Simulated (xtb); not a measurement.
BGeH5O2S, SMILES B(O)(O)[S][GeH3]. All values are semi-empirical tight-binding results from xtb (GFN2-xTB unless named), good for trends rather than for accurate numbers. The structure is a stationary point at GFN2-xTB. This is a generated structure with no PubChem entry under its InChIKey; it may be hypothetical. Other conformers were not sampled.

Optimised geometry:

```xyz
10

Ge     1.3432     0.6290    -0.0934
S      0.0201    -1.1141    -0.2367
B     -1.6418    -0.4082     0.1877
O     -2.6739    -1.2421     0.3578
O     -1.8761     0.9008     0.3408
H      0.9985     1.6913    -1.1108
H      1.2744     1.2816     1.2631
H      2.7289     0.1375    -0.3476
H     -2.5162    -2.1804     0.2637
H     -1.1818     1.5383     0.1780
```
Charge 0, spin multiplicity 1.

For metal compounds this method's bond lengths and energies can be far off.

```yaml
orbital_gap: 5.53 eV
zero_point_energy: 34.6 kcal/mol
G − E(el) at 298.15 K (modified RRHO): 13.8 kcal/mol
```

Computed atomic charges and the Wiberg bond orders between heavy atoms:
charges (e) Ge1 0.15, S2 -0.36, B3 0.50, O4 -0.45, O5 -0.45, H6 -0.03, H7 -0.02, H8 0.01, H9 0.32, H10 0.32. Bond orders Ge1–S2 1.02, S2–B3 0.93, B3–O4 1.21, B3–O5 1.20.
